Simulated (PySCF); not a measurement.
Question: Give a PBE0-D3(BJ)/def2-SVP geometry of `[NH2][Cu-][NH2]` ([Cu(NH2)2]-). (Charge -1 and singlet state.)

Answer: 
```xyz
7
CuH4N2 angstrom
Cu    -0.064   -0.073    0.000
N     -0.344    0.143    1.850
H      0.443    0.720    2.180
H     -0.106   -0.768    2.269
N      0.180   -0.330   -1.849
H      0.646    0.526   -2.185
H     -0.756   -0.218   -2.266
```

Any rigid rotation of these coordinates is as good. Atoms count from 1 in this order. Cu1 (copper bonded to 2 N) is linear (angle 178.4°). N2 (nitrogen bonded to Cu and 2 H) is pyramidal (angles 105.4°, 105.3° and 100.9°, sum 311.5°, 0.50 Å off the plane of its three neighbours).

Bonds between heavy atoms (Å): Cu1–N2 1.883, Cu1–N5 1.883.

Level of theory: PBE0-D3(BJ)/def2-SVP geometry optimisation, gas phase in PySCF 2.14.0.

Point group: C2 (tolerance 0.08 Å). Not checked by PBE0-D3(BJ)/def2-SVP frequencies. The geometry's basis has no diffuse functions, a weakness for an anion.
